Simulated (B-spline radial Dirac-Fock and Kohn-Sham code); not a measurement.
## Zr²⁺ 2p3/2: cross section and angular parameters

System: Zr²⁺, [Kr] 4d2; threshold 2239.8 eV (orbital energy of the model). Level of theory: Dirac-Hartree-Slater photoionisation with a Latter tail; cross sections with all multipoles, angular parameters from the dipole term and its interference with E2; a radial atomic solver.

For linearly polarised light dσ/dΩ = σ/(4π) [1 + β P₂(cos θ) + (δ + γ cos²θ) sin θ cos φ], with θ from the polarisation vector and φ the angle between the beam and the projection of the electron momentum on the plane normal to the polarisation.

```
hν (eV)  σ (kb)      β       γ      δ
   2380     219  1.076  -0.245  0.000
   2450       ?      ?       ?      ?
   2490     196  1.215  -0.223  0.006
   2530     188  1.249  -0.208  0.008
   3710    66.7  1.477   0.330  0.035
   4120    49.6  1.475   0.475  0.040
   6000    16.5  1.402   0.963  0.063
   8970    4.79  1.253   1.419  0.104
  12000    1.89  1.119   1.708  0.148
  12500    1.65  1.098   1.744  0.155
  13200    1.38  1.071   1.791  0.166
  15000   0.907  1.005   1.894  0.192
```

**Question.** Give the values at 2450 eV.

**Answer.** σ = 205 kb, β = 1.173, γ = -0.236, δ = 0.004.

Values without a named source are computed, but for edge energies of neutral atoms, which are taken from tables.
